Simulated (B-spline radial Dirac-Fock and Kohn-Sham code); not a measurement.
Z = 76 (osmium), transition energy 34.1 keV. Level of theory: a Dirac-Hartree-Slater potential of the neutral atom with a Latter tail (no hole, which puts coefficients of high multipoles low close above an edge), finite nucleus with surface currents; a radial finite-basis atomic code. The K shell is not open to conversion at this energy. Subshells that would emit electrons below 1 keV are left out.

Task: A pure transition shows α(L) = 18.0, L1/L2 = 9.89 and L1/L3 = 84.5. What is its multipolarity?
A. M2
B. M3
C. E2
D. E1
E. M4
F. E4
G. E3
H. M1

Result: H. For comparison, α(L), L1/L2, L1/L3 are E1 1.11, 1.24, 0.941; E2 499, 0.0160, 0.0141; E3 38500, 0.0191, 0.0175; E4 1.27e+06, 0.0167, 0.0151; M2 1390, 14.1, 2.08; M3 118000, 13.3, 0.211; M4 5.55e+06, 11.4, 0.0660.

Values without a named source are computed, but for edge energies of neutral atoms, which are taken from tables.
